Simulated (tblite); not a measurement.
C₅H₁₁BrGaN.
Atom-mapped SMILES: `[CH2:1]=[CH:2][CH2:3][Ga:4]([Br:5])[N:6]([CH3:7])[CH3:8]` (hydrogens: H9, H10 on C1; H11 on C2; H12, H13 on C3; H14, H15, H16 on C7; H17, H18, H19 on C8)

Computed with GFN2-xTB (tblite), gas phase: L-BFGS steps from a force-field or distance-geometry start until the largest atomic force falls under 0.01 eV/Å.

At the end of the run (lengths in Å): Ga4–Br5 2.296, C3–Ga4 2.081, Ga4–N6 1.859, C3–H12 1.094, C8–H18 1.098, N6–C7 1.451, N6–C8 1.452, Ga4–N6–C8 125.8°, C3–Ga4–N6 125.0°, Ga4–N6–C7 120.9°, C3–Ga4–Br5 119.9°, C1–C2–C3–Ga4 -89°, C2–C3–Ga4–Br5 15°, C3–Ga4–N6–C7 4°, H12–C3–Ga4–Br5 -106°, H17–C8–N6–Ga4 7°.

**Question.** These geometries were met on the way; a selection of coordinates is given. Order them by energy above the end point, lowest first.
A. Ga4–Br5 2.325, C3–Ga4 2.106, Ga4–N6 1.943, C3–H12 1.095, C8–H18 1.095, N6–C7 1.458, N6–C8 1.455, Ga4–N6–C8 119.7°, C3–Ga4–N6 131.3°, Ga4–N6–C7 109.1°, C3–Ga4–Br5 116.7°, C1–C2–C3–Ga4 -99°, C2–C3–Ga4–Br5 54°, C3–Ga4–N6–C7 -104°, H12–C3–Ga4–Br5 -66°, H17–C8–N6–Ga4 -53°
B. Ga4–Br5 2.622, C3–Ga4 1.805, Ga4–N6 1.806, C3–H12 1.130, C8–H18 1.119, N6–C7 1.450, N6–C8 1.446, Ga4–N6–C8 105.9°, C3–Ga4–N6 149.1°, Ga4–N6–C7 104.6°, C3–Ga4–Br5 100.3°, C1–C2–C3–Ga4 -120°, C2–C3–Ga4–Br5 70°, C3–Ga4–N6–C7 -97°, H12–C3–Ga4–Br5 -50°, H17–C8–N6–Ga4 -39°
C. Ga4–Br5 2.325, C3–Ga4 2.006, Ga4–N6 1.926, C3–H12 1.090, C8–H18 1.096, N6–C7 1.477, N6–C8 1.478, Ga4–N6–C8 107.5°, C3–Ga4–N6 130.6°, Ga4–N6–C7 106.8°, C3–Ga4–Br5 113.3°, C1–C2–C3–Ga4 -105°, C2–C3–Ga4–Br5 67°, C3–Ga4–N6–C7 -98°, H12–C3–Ga4–Br5 -44°, H17–C8–N6–Ga4 -44°
D. Ga4–Br5 2.389, C3–Ga4 2.162, Ga4–N6 1.967, C3–H12 1.096, C8–H18 1.095, N6–C7 1.466, N6–C8 1.461, Ga4–N6–C8 111.6°, C3–Ga4–N6 131.3°, Ga4–N6–C7 108.2°, C3–Ga4–Br5 115.0°, C1–C2–C3–Ga4 -104°, C2–C3–Ga4–Br5 63°, C3–Ga4–N6–C7 -97°, H12–C3–Ga4–Br5 -55°, H17–C8–N6–Ga4 -49°
E. Ga4–Br5 2.320, C3–Ga4 2.055, Ga4–N6 1.884, C3–H12 1.083, C8–H18 1.070, N6–C7 1.464, N6–C8 1.461, Ga4–N6–C8 101.7°, C3–Ga4–N6 135.5°, Ga4–N6–C7 100.5°, C3–Ga4–Br5 105.9°, C1–C2–C3–Ga4 -114°, C2–C3–Ga4–Br5 68°, C3–Ga4–N6–C7 -103°, H12–C3–Ga4–Br5 -46°, H17–C8–N6–Ga4 -44°

**Answer.** A (0.237 eV), D (0.388 eV), C (0.624 eV), E (1.056 eV), B (1.978 eV).

| step | E above end (eV) | rms distance from the end, all atoms (Å) | largest force (eV/Å) | rms shift of all bonds from the end (Å) |
| --- | --- | --- | --- | --- |
| 22 | 0.237 | 0.989 | 0.173 | 0.022 |
| 12 | 0.388 | 1.004 | 0.637 | 0.039 |
| 8 | 0.624 | 1.009 | 0.770 | 0.026 |
| 3 | 1.056 | 1.017 | 1.315 | 0.016 |
| 0 | 1.978 | 1.028 | 4.437 | 0.102 |

Rows stand in the order of the answer.
